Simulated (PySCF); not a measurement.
Bonds (- single, = double, # triple, : aromatic): O1-B2 1.359 Å, B2-O3 1.360 Å, B2-Si4 2.033 Å, Si4-F5 1.637 Å. O1 carries H6; O3 carries H7; Si4 carries H8, H9.

- PBE0-D3(BJ)/def2-SVP geometry
- GIAO PBE/pcSseg-2 shieldings
- code: PySCF 2.14.0 with density-fitted response routines
- a single conformation, isolated molecule, non-relativistic, one averaged value for each set of equivalent atoms

δ = σ(ref) − σ, references computed at the same level: TMS for ¹H (σ = 31.18 ppm), ²⁹Si (σ = 323.43 ppm); ¹⁷O (σ = 327.88 ppm) vs H2O; ¹¹B (σ = 92.70 ppm) vs BF3·OEt2; ¹⁹F (σ = 142.93 ppm) vs CFCl3.

```tsv
atoms	nucleus	count	δ (ppm)
H6/H7	¹H	2	3.47
O1/O3	¹⁷O	2	153.0
H8/H9	¹H	2	5.57
B2	¹¹B	1	?
F5	¹⁹F	1	?
Si4	²⁹Si	1	-5.0
```

Estimate the values marked ?.

Results:


- B2: 26.9 ppm, boron bonded to 2 O, Si
- F5: -272.3 ppm, fluorine bonded to Si

OH/NH shifts are gas-phase values; hydrogen bonding in solution moves them, usually downfield. Unscaled 19F shifts against computed CFCl3 carry errors that often reach 10 to 50 ppm. Experimental scales use liquid or dissolved standards, which lie at an offset from isolated H2O (liquid H2O: subtract about 36 ppm).
